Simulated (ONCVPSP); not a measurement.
Transferability test, ONCV potential for N (Z = 7)

ONCVPSP 4.0.1 input, shortened (lines: element, Z, core and valence counts, functional; n l f; lmax; l rc ep ncon nbas qcut; lloc lpopt rc5 dvloc0; l nproj debl; icmod fcfact rcfact), LDA (Perdew-Zunger), scalar-relativistic:

```
  N 7.00    1    2        3      upf
    1    0    2.00
    2    0    1.50
    2    1    3.50
    2
    0    0.90    0.00    3    6    8.60
    1    2.20    0.00    4    9    7.90
    2    2.25    0.21    4    7    5.10
    4    1    0.70    1.00
    0    3    2.30
    1    1    0.40
    2    1    3.80
    4    0.45    0.00
```

Energies are relative to the spin-unpolarised reference configuration 2s1.5 2p3.5; without spin polarisation the order of configurations can differ from experiment.

| valence configuration | charge | ΔE all-electron (eV) | error AE − PS (meV) |
| --- | --- | --- | --- |
| 2s2 2p2 | +1 | 8.136 | +101 |
| 2s2 2p1 | +2 | 37.105 | +571 |
| 2s0 2p5 | 0 | 16.856 | +13 |

**Question.** What are ΔE and the potential's error for 2s2 2p3?

**Answer.** ΔE = -5.596 eV all-electron; the error (AE − PS) is +1.1 meV.

Note: ghosts flagged at negative energy: s at -255.9 eV; no localised positive-energy state flagged. A true bound ghost makes a file unfit for plane-wave use.
